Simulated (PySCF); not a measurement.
Compound: C₆H₉N.
SMILES: `[H]/N=C/C(C)=C/C=C`

Torsions of this conformer, `[H]/[N:7]=[CH:6]/[C:4](=[CH:3]/[CH:2]=[CH2:1])[CH3:5]`: C1–C2–C3–C4 180°, C3–C4–C6–N7 180°.

The closed-shell ground state was solved at several levels (PySCF, density fitting, gas phase, non-relativistic). One conformer (not necessarily the lowest) at the PBE0-D3(BJ)/def2-SVP geometry, without solvent, vibrations or thermal averaging.

| level | basis functions | HOMO (eV) | LUMO (eV) | gap (eV) | dipole (D) |
| --- | --- | --- | --- | --- | --- |
| B3LYP/def2-SVPD | 212 | -6.49 | -1.94 | 4.55 | 1.85 |
| KT2/pcSseg-1 | 164 | -5.72 | -2.50 | 3.22 | 1.62 |
| B3LYP/pcJ-1 | 279 | -6.42 | -1.83 | 4.59 | 1.77 |

Q: What might PBE0/pcSseg-1 (164 basis functions) give for the same quantities?

A: HOMO -6.64 eV, LUMO -1.68 eV, gap 4.96 eV, dipole 1.76 D.

Q: Over all these levels, which gives the widest orbital gap and which the narrowest?

A: PBE0/pcSseg-1 (global hybrid, 25 % exact exchange) has the widest, 4.96 eV, and KT2/pcSseg-1 (GGA) the narrowest, 3.22 eV. The two share the basis. From the narrowest to the widest the HOMO moves by -0.92 eV and the LUMO by +0.82 eV.

Q: How far do the dipole and the HOMO energy spread over the levels?

A: The dipole runs from 1.62 to 1.85 D (mean 1.75 D) and the HOMO from -6.64 to -5.72 eV.
